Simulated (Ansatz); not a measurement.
Reaction (cleavage of the Si–Si bond): `F[SiH2]O[SiH2][SiH3]` + `OCS` → `OCS[SiH3]` + `F[SiH2]O[SiH3]`

Isolated molecules relaxed with PBE0-D4/def2-TZVP in Ansatz; ΔE leaves out vibrations. CCSD(T)/CBS adds triple-zeta CCSD(T) − MP2 to the extrapolated MP2 energy (def2 sets, frozen cores). Functionals use def2-TZVPP. One conformer a species, not always the lowest.

`F[SiH2]O[SiH2][SiH3]`:

```xyz
12

F     0.824    0.711   -2.800
Si    1.548    0.040   -1.548
O     1.080    0.780   -0.189
Si   -0.128    0.987    0.914
Si   -1.532   -0.890    1.001
H     3.002    0.227   -1.714
H     1.140   -1.384   -1.525
H    -0.911    2.197    0.549
H     0.509    1.221    2.237
H    -0.770   -2.101    1.410
H    -2.612   -0.643    1.995
H    -2.149   -1.142   -0.329
```

`OCS`:

Cartesian coordinates in Å:
```
O 0.629 1.030 -0.298
C 0.186 -0.292 -0.123
S -1.602 -0.377 -0.228
H 1.586 1.041 -0.195
H 0.539 -0.956 -0.922
H 0.511 -0.705 0.838
H -1.850 0.258 0.929
```

`OCS[SiH3]`:

Cartesian coordinates in Å:
```
O -0.465 -1.289 -1.584
C -0.043 -1.397 -0.265
S -1.004 -0.386 0.932
Si 0.078 1.435 0.758
H -0.352 -0.380 -1.877
H -0.207 -2.431 0.038
H 1.019 -1.161 -0.139
H -0.641 2.451 1.562
H 0.140 1.876 -0.665
H 1.476 1.283 1.241
```

`F[SiH2]O[SiH3]`:

Z-matrix (Å, degrees):
```
Si
O 1 1.616
F 1 1.594 2 109.6
H 1 1.480 2 110.5 3 117.7
H 1 1.476 2 108.7 3 -117.5
Si 2 1.641 1 148.9 3 -67.9
H 6 1.483 2 109.6 1 90.2
H 6 1.486 2 109.9 1 -30.3
H 6 1.482 2 108.1 1 -150.1
```

**Question.** Is it downhill or uphill in electronic energy at CCSD(T)/CBS, and by how much? (Best estimate.)

**Answer.** Ansatz gave: Downhill: ΔE = -0.69 eV.

**Question.** What do these levels give: r2SCAN, CCSD/def2-TZVPP, CCSD(T)/def2-TZVPP, MP2/def2-QZVPP, HF/CBS(def2), MP2/CBS(def2)? (An estimate is asked.)

**Answer.** The calculation gave: r2SCAN -0.69, CCSD/def2-TZVPP -0.66, CCSD(T)/def2-TZVPP -0.67, MP2/def2-QZVPP -0.79, HF/CBS(def2) -0.75, MP2/CBS(def2) -0.80 eV.

Largest T1 diagnostic among the species: 0.012.
